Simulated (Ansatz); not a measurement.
Reaction (formal exchange of groups at a B–C bond): `OB/[C]([AlH2])=C\Cl` + `[SbH3]` → `O[BH][SbH2]` + `[AlH2]/[CH]=C/Cl`

Calculated with Ansatz (gas phase, PBE0-D4/def2-TZVP geometries, no zero-point term in ΔE). CCSD(T)/CBS is the MP2 limit (def2-TZVPP, def2-QZVPP) plus CCSD(T) − MP2 in def2-TZVPP, frozen cores. Double bonds are as drawn, so ΔE can hold a change between cis and trans. DFT in def2-TZVPP. B3LYP here is the variant with VWN-RPA as its local correlation; programs differ in this. def2 core potentials past Kr. For Sb outer-core shells are correlated without core-valence functions, which leaves a few kJ/mol of doubt a bond. One conformer a species, not always the lowest.

```
             level  ΔE (kcal/mol)  difference from CCSD(T)/CBS
            PBE-D4            5.2                          0.8
         r2SCAN-D4            5.9                          1.5
           PBE0-D4            5.4                          1.0
          B3LYP-D4            6.2                          1.8
           ωB97X-V            5.7                          1.3
           ωB97M-V            6.0                          1.6
            B2PLYP            5.3                          0.9
               PBE            4.6                          0.2
            r2SCAN            5.6                          1.2
              PBE0            4.8                          0.4
             B3LYP            5.2                          0.8
     HF/def2-TZVPP            5.7                          1.3
    MP2/def2-TZVPP            5.2                          0.8
SCS-MP2/def2-TZVPP            5.3                          0.9
   CCSD/def2-TZVPP            5.5                          1.1
CCSD(T)/def2-TZVPP            5.5                          1.1
     HF/def2-QZVPP            5.6                          1.2
    MP2/def2-QZVPP            4.6                          0.2
SCS-MP2/def2-QZVPP            4.7                          0.3
      HF/CBS(def2)            5.6                          1.2
     MP2/CBS(def2)            4.1                         -0.3
    CCSD/CBS(def2)            4.3                         -0.1
       CCSD(T)/CBS            4.4                            0
```

Largest T1 diagnostic among the species: 0.015.

The D4 term adds +1.0 kcal/mol with B3LYP and +0.6 kcal/mol with PBE0; it sums over pairs of atoms, weighted by their polarisabilities, and B3LYP, whose exchange is more repulsive, gets the larger term.
